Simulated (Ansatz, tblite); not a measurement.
Removing and adding an electron: InH2(NH2) (InNH4). Total charge 0; singlet. Geometry: B3LYP-D4/def2-TZVP. Ansatz, gas phase; energy differences of separate SCF runs; the oxidised species was run as a doublet alone; the reduced species was run as a doublet alone.

Cartesian coordinates in Å:
```
In -0.861 0.410 -0.128
H -0.868 2.120 0.021
H -2.134 -0.691 -0.467
N 0.949 -0.452 0.141
H 1.120 -1.443 0.086
H 1.794 0.056 0.346
```

In the def2 sets In takes a core potential; there is no spin–orbit coupling. The xTB rows come from tblite. Correlated methods freeze 5 core orbitals; core or outer-core shells of In are correlated, in sets that lack core-valence functions. HOMO above LUMO, or a gap near zero within one spin, warns that the state may not be the lowest or that an electron is smeared out.

Task: Estimate orbital energies and vertical ionisation energies and electron affinities at: GFN2-xTB; HF/def2-TZVPD; HF/def2-TZVPP; PBE-D4/def2-TZVP; PBE-D4/def2-TZVPD; r2SCAN-D4/def2-TZVP; r2SCAN-D4/def2-TZVPD; PBE0-D4/def2-TZVP; PBE0-D4/def2-TZVPD; MP2/def2-TZVPD; MP2/def2-TZVPP; CCSD/def2-TZVPD; CCSD/def2-TZVPP; CCSD(T)/def2-TZVPD; CCSD(T)/def2-TZVPP.

Result: 
```csv
level,−HOMO (eV),vertical IE (eV),−LUMO (eV),vertical EA (eV),HOMO–LUMO gap (eV),IE − EA (eV),remarks
GFN2-xTB,9.96,13.97,6.85,3.72,3.11,10.25,–
HF/def2-TZVPD,–,–,–,-0.80,–,–,HOMO above zero (-1 doublet)
HF/def2-TZVPP,–,7.50,–,–,–,–,–
PBE-D4/def2-TZVP,5.62,9.21,1.79,–,3.83,–,gap within one spin near zero (+1 doublet)
PBE-D4/def2-TZVPD,5.69,–,1.86,-0.23,3.83,–,HOMO above zero (-1 doublet)
r2SCAN-D4/def2-TZVP,5.83,9.03,1.49,–,4.35,–,–
r2SCAN-D4/def2-TZVPD,5.89,–,1.54,-0.21,4.36,–,HOMO above zero (-1 doublet)
PBE0-D4/def2-TZVP,6.88,9.05,1.09,–,5.79,–,–
PBE0-D4/def2-TZVPD,6.94,–,1.16,-0.25,5.78,–,HOMO above zero (-1 doublet)
MP2/def2-TZVPD,–,–,–,-0.41,–,–,HOMO above zero (-1 doublet)
MP2/def2-TZVPP,–,9.24,–,–,–,–,–
CCSD/def2-TZVPD,–,–,–,-0.40,–,–,HOMO above zero (-1 doublet)
CCSD/def2-TZVPP,–,8.96,–,–,–,–,–
CCSD(T)/def2-TZVPD,–,–,–,-0.37,–,–,HOMO above zero (-1 doublet)
CCSD(T)/def2-TZVPP,–,9.08,–,–,–,–,–
```

   A HOMO above zero means that the electron is unbound at that level or that self-interaction error raises the level; the energy of removing that electron tells which. Raw xTB energy differences between charge states are shifted by several eV; the methods need an empirical correction for them. A negative affinity means that the extra electron isn't bound; its size then hangs on the basis.
